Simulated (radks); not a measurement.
Species: Cu III. Configuration: [Ne] 3s1 3p6 3d10 (not the ground configuration). Method: scalar-relativistic Kohn-Sham, PBEsol, spin-polarised, spherical densities, finite nucleus; open shells are filled with parallel spins first; Fermi nuclear charge, rms radius 3.8823 fm; computed with a radial shooting solver on a logarithmic mesh with Libxc functionals.

Radial electron density D(r) = 4 pi r^2 rho(r):

r (bohr)  D(r) (e/bohr)  spin D(r)
0.006531          6.610     0.0425
0.008303          9.536     0.0609
0.01064           13.53     0.0852
0.01353           18.31      0.113
0.0172            23.71      0.141
0.02186           29.05      0.162
0.02801           33.37      0.165
0.03561           35.16      0.139
0.04527           34.01     0.0828
0.05755           30.81     0.0211
0.07316           28.20     0.0101
0.09375           29.28      0.119
0.1192            34.37      0.336
0.1515            39.30      0.512
0.1926            38.24      0.437
0.2468            29.69      0.133
0.3138            20.75     0.0989
0.3989            18.22      0.733
0.5071            20.91       1.63
0.6446            21.68       1.88
0.826             17.00       1.26
1.05              10.23      0.488
1.335             4.916     0.0716
1.697             1.966    -0.0342
2.175            0.6222    -0.0280
2.765            0.1546    -0.0108
3.514           0.02547   -0.00251

D(r) has 3 maxima, at r = 0.0365, 0.165, 0.595 bohr, and minima at 0.0786, 0.383 bohr, inside which lie 2.10, 10.99 electrons.
